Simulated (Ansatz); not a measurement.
The same path of a periodic cell of 17 atoms, Be₁₆H (host Be, host structure hcp, interstitial H) was run twice with different band settings.

The calculation used DFT PBEsol, scalar-relativistic, plane waves, PAW in Ansatz 0.2.0. Settings: cutoff 420 eV, k mesh 5x5x3, gaussian smearing 0.15 eV, no spin polarisation.

Relaxed end points:

```xyz
17
Lattice="-2.2900 -3.9664 0.0000 3.4350 -1.9832 0.0000 0.0000 0.0000 7.1769" Properties=species:S:1:pos:R:3
Be -0.002 -3.927 0.021
Be -0.004 -2.640 1.812
Be -0.004 -3.960 3.590
Be -0.004 -2.640 5.377
Be -1.140 -1.984 0.002
Be 2.296 -2.647 1.789
Be -1.140 -1.984 3.567
Be 2.293 -2.680 5.358
Be 1.112 -1.998 0.021
Be 1.160 -0.668 1.808
Be 1.139 -1.980 3.590
Be 1.117 -0.643 5.359
Be 0.029 -0.015 0.020
Be 1.152 -4.628 1.789
Be -0.014 0.010 3.571
Be 1.179 -4.609 5.358
H 2.291 -1.321 6.278
```

```xyz
17
Lattice="-2.2900 -3.9664 0.0000 3.4350 -1.9832 0.0000 0.0000 0.0000 7.1769" Properties=species:S:1:pos:R:3
Be -0.008 -3.932 -0.020
Be -0.011 -2.643 1.801
Be -0.010 -3.962 3.587
Be -0.007 -2.644 5.366
Be -1.146 -1.987 -0.001
Be 2.287 -2.685 1.821
Be -1.145 -1.987 3.610
Be 2.291 -2.651 5.389
Be 1.104 -2.001 -0.020
Be 1.111 -0.645 1.819
Be 1.133 -1.982 3.587
Be 1.155 -0.671 5.370
Be 0.022 -0.017 -0.019
Be 1.171 -4.613 1.821
Be -0.020 0.008 3.605
Be 1.148 -4.631 5.388
H 2.280 -1.324 8.073
```

Common settings: climbing image yes; spring 5.0 eV/Å²; optimiser quadratic models (default); force threshold 0.05 eV/Å; end points relaxed.

| run | movable images | start path | iteration limit |
| --- | --- | --- | --- |
| 1 | 5 | IDPP | 9 |
| 2 | 3 | default | 6 |

Q: What does each run give, and how far can it be trusted?

A: Run 1: converged after 8 iterations, highest image 0.513 eV above the first end. The order of the stationary point at the top wasn't checked.
Run 2: converged after 3 iterations, highest image 0.512 eV above the first end. The order of the stationary point at the top wasn't checked.
Limits of this set-up: coarse k mesh, odd electron count without spin.
